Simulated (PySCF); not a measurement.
LDA on P (phosphorus, neutral), [Ne] 3s2 3p2 3d1, one real determinant (an excited configuration). Calculation: PySCF 2.14, in aug-cc-pV(Q+d)Z (7s6p5d3f2g, 89 functions); the non-relativistic Hamiltonian (point nucleus).

```
cycle= 1 E= -339.684836337785  delta_E= -0.0113  |g|= 0.0554  |ddm|= 3.21
cycle= 2 E= -339.685324437526  delta_E= -0.000488  |g|= 0.0136  |ddm|= 0.677
cycle= 3 E= -339.685417684099  delta_E= -9.32e-05  |g|= 0.00371  |ddm|= 0.133
cycle= 4 E= -339.685426950286  delta_E= -9.27e-06  |g|= 6.45e-05  |ddm|= 0.0286
cycle= 5 E= -339.685426952019  delta_E= -1.73e-09  |g|= 6.02e-06  |ddm|= 0.000761
cycle= 6 E= -339.685426951938  delta_E= 8.09e-11  |g|= 1.64e-06  |ddm|= 8.55e-05
converged SCF energy = -339.685426951938  <S^2> = 3.7506128  2S+1 = 4.0003064
```

Highest occupied orbital energy: 0.085 eV; ⟨L²⟩ = 7.98; populations by l: s 6.00, p 8.00, d 1.00, f 0.00.

(1) Can this result be used?

Answers

(1) Not for this state. Self-consistency was reached. ⟨L²⟩ = 7.98 against 12 for a pure F term, so this real determinant mixes terms. The outer electron is Rydberg-like, and this basis confines it to a smaller radius and binds it less than a complete one would. At LDA the highest occupied level has a positive energy, so only the finite basis holds that electron; for this excited configuration the basis is too tight for the outer shell.
